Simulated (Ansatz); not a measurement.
**Redistribution: C3H7Br + C2H2FI → C3H7I + C2H2BrF**

Species: C3H7Br (1-bromopropane) `CCCBr`, singlet; C2H2FI `C=C(F)I`, singlet; C3H7I (1-iodopropane) `CCCI`, singlet; C2H2BrF `C=C(F)Br`, singlet. The partners trade Br for I; both sit on C, so the bond types are kept.

Shapes, held fixed at every level: PBE0-D4/def2-TZVP. Flexible molecules stand in one conformer, not always the lowest. Programs: Ansatz 0.2.0. Electronic energies: no zero-point or thermal term.

```tsv
level	kind	ΔE (kJ/mol)	less CCSD(T)/def2-TZVPP
HF/def2-TZVPP	Hartree–Fock	-1.6	+2.1
r2SCAN-D4/def2-TZVPP	meta-GGA	-4.1	-0.4
PBE0-D4/def2-TZVPP	global hybrid	-4.5	-0.8
wB97X-V/def2-TZVPP	range-separated hybrid	-2.8	+0.9
B2PLYP/def2-TZVPP	double hybrid	-2.9	+0.8
MP2/def2-TZVPP	perturbation theory	-5.3	-1.6
CCSD/def2-TZVPP	coupled cluster or CI	-3.3	+0.4
CCSD(T)/def2-TZVPP	coupled cluster or CI	-3.7	0.0
```

The highest level, CCSD(T)/def2-TZVPP, gives ΔE = -3.7 kJ/mol; the levels span -5.3 to -1.6. That is about zero within the method's error. The column of differences is taken from that level and isn't an error. No measured value is set beside it here. For atoms past krypton def2 sets carry core potentials with scalar relativity. Relativity is left out for Br unless named. Correlated rows may include outer-core shells of Br, I, which these sets cover unevenly.
